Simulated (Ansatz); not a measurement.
`ClCC1=C[SiH2]1` + `FC[SiH3]` → `FC([SiH3])CCl` + `C1=C[SiH2]1`  (formal exchange of groups at a C–C bond)

Computed with Ansatz on PBE0-D4/def2-TZVP structures; ΔE is electronic, products minus reactants. CBS: MP2 limit from def2 TZ/QZ plus the TZ coupled-cluster correction, frozen cores. One conformer a species, not always the lowest.

```csv
level,ΔE (kcal/mol)
MP2/def2-TZVPP,1.5
MP2/CBS(def2),1.5
```

(1) What does CCSD(T)/CBS give? (An estimate is asked.)

Largest T1 diagnostic among the species: 0.013.

## Answers

(1) The calculation gave: +0.7 kcal/mol. The listed levels differ from it by 0.8, 0.8 kcal/mol.
